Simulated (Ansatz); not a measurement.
Cost and result for the atomization energy of `[BH2][GeH2][CH3]` (10 atoms, 9 bonds).

```xyz
10

B     0.598    1.813   -0.068
Ge   -0.258    0.084    0.649
C    -0.204   -1.440   -0.580
H     1.128    1.868   -1.139
H     0.580    2.807    0.597
H    -1.728    0.371    1.036
H     0.458   -0.302    1.965
H    -0.736   -1.201   -1.501
H    -0.667   -2.317   -0.128
H     0.829   -1.683   -0.832
```

Charge 0, multiplicity 1. Correlated methods include outer-core shells of Ge, which these sets cover unevenly. Scalar relativity is left out up to krypton. The structure was optimised at the PBE0-D4/def2-TZVP level. Program: Ansatz. All runs use 2 threads of an Intel Xeon 6975P-C on a shared host. Times are those of one run each, without the atoms' runs, and a repeat can differ threefold. Electronic energies, without spin–orbit coupling; frozen cores. CCSD(T)/CBS adds CCSD(T) − MP2 in def2-TZVPP to the MP2 limit, and its time is that of the two runs behind it. T1 = 0.011. With those shells the extrapolation isn't a true limit. HSE06 is the plane-wave form, built on full-range PBE exchange.

CCSD(T)/CBS is a level of theory with its own doubt, some kJ/mol a heavy atom from the limit and from the frozen cores, so smaller differences don't rank the functionals.

| level | functions | wall time | atomization (kJ/mol) | difference from CCSD(T)/CBS | per bond |
| --- | --- | --- | --- | --- | --- |
| PBE-D4/def2-TZVPP (with forces) | 208 | 1.9 s | 3199.9 | -0.6 | -0.1 |
| BLYP-D4/def2-TZVPP | 208 | 2 s | 3163.6 | -36.9 | -4.1 |
| revPBE-D4/def2-TZVPP | 208 | 2.1 s | 3143.0 | -57.5 | -6.4 |
| HSE06-D4/def2-TZVPP | 208 | 2.4 s | 3189.2 | -11.3 | -1.3 |
| BHLYP-D4/def2-TZVPP | 208 | 2.5 s | 3161.1 | -39.4 | -4.4 |
| PBE0-D4/def2-TZVPP | 208 | 2.6 s | 3188.6 | -11.9 | -1.3 |
| B2PLYP/def2-TZVPP | 208 | 4 s | 3168.2 | -32.3 | -3.6 |
| CCSD(T)/def2-SVP | 95 | 4.3 s | 3046.4 | -154.1 | -17.1 |
| PBE-QIDH/def2-TZVPP | 208 | 5 s | 3185.1 | -15.4 | -1.7 |
| B97M-V/def2-TZVPP | 208 | 6.5 s | 3224.7 | 24.2 | 2.7 |
| MP2/def2-QZVPP | 413 | 21 s | 3166.8 | -33.7 | -3.7 |
| CCSD(T)/def2-TZVPP | 208 | 36 s | 3146.9 | -53.6 | -6.0 |
| CCSD(T)/CBS(def2) | – | 57 s | 3200.5 | 0.0 | 0.0 |

At CCSD(T), def2-SVP lies −154.1 kJ/mol from the extrapolated value and def2-TZVPP −53.6 kJ/mol: correlation converges slowly with the basis, and small sets miss more of it in the bonded molecule than in its fragments. From BLYP to BHLYP (50 % exact exchange), in def2-TZVPP and without D4, the atomization energy moves by +11.3 kJ/mol. Leaving LDA and LC-ωPBE aside and taking each functional with its dispersion term where it has one, the values spread over 81.6 kJ/mol, from revPBE-D4 to B97M-V. LDA lies +377.1 kJ/mol from PBE without D4, its usual overbinding.
